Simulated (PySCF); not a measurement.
# Distorted geometries of [NdCl4]−

[NdCl4]− (singlet in the valence; each metal's 4f electrons, 3 of them, lie in its core potential, out of spins and levels). PySCF 2.14.0, RKS r2SCAN, Nd lcecp-1-SVP with ECP49, Cl def2-SVP; non-relativistic Hamiltonian with scalar-relativistic core potentials where named; density fitting; no spin-orbit coupling. Relaxed geometry:

```xyz
5

Nd    0.0000    0.0000    0.0000
Cl    1.5053    1.5053    1.5053
Cl   -1.5053   -1.5053    1.5053
Cl    1.5053   -1.5053   -1.5053
Cl   -1.5053    1.5053   -1.5053
```

Question: Order these distorted geometries by energy above the relaxed one, lowest first.
A.
```xyz
5

Nd    0.0102    0.1256   -0.0128
Cl    1.6101    1.6204    1.4915
Cl   -1.5258   -1.4802    1.4000
Cl    1.5730   -1.6810   -1.4814
Cl   -1.6676    1.4152   -1.3973
```
B.
```xyz
5

Nd    0.0231    0.0467    0.0121
Cl    1.4678    1.4381    1.4421
Cl   -1.4817   -1.5361    1.4851
Cl    1.4804   -1.4550   -1.4844
Cl   -1.4897    1.5064   -1.4549
```
C.
```xyz
5

Nd    0.0663    0.1588   -0.1424
Cl    1.3406    1.5904    1.6074
Cl   -1.3265   -1.5224    1.6805
Cl    1.5051   -1.6375   -1.6832
Cl   -1.5855    1.4107   -1.4623
```

Answer: B (0.14 eV), A (0.23 eV), C (0.51 eV).

Question: Which forces (eV/Å) act in the one that lies 0.14 eV up?

Answer: 
```
Nd  -1.11 -1.27 -0.49
Cl   1.04  1.03  1.03
Cl   0.08  0.11 -0.03
Cl   0.26 -0.19 -0.23
Cl  -0.27  0.33 -0.28
```
Forces carry noise of the integration grid, about 0.01 to 0.03 eV/Å.

No frequency check is given that shows the relaxed geometry to be a minimum. An lcecp potential fixes the number of 4f electrons, so in runs with it no electron can move into or out of that shell.
